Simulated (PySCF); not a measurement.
Ti(Cl)3, Cl3Ti, SMILES [Cl][Ti]([Cl])[Cl], doublet (CAM-B3LYP/def2-SVP optimised geometry):

```
4

Ti    -0.545     0.000     0.000
Cl     1.638     0.000     0.000
Cl    -1.637    -1.890     0.003
Cl    -1.638     1.890     0.000
```

Computed with unrestricted CAM-B3LYP/def2-TZVP (PySCF).

Question: What are the frontier orbital energies (α orbitals alone; a β orbital can be the lowest empty one) and the dipole moment?

Answer: HOMO-2 -11.36 eV, HOMO-1 -10.78 eV, HOMO -9.31 eV, LUMO -2.05 eV, LUMO+1 -2.05 eV; dipole moment 0.00 D.

Meta-Löwdin charges at CAM-B3LYP/def2-TZVP: Ti1 1.20, Cl2 -0.40, Cl3 -0.40, Cl4 -0.40.
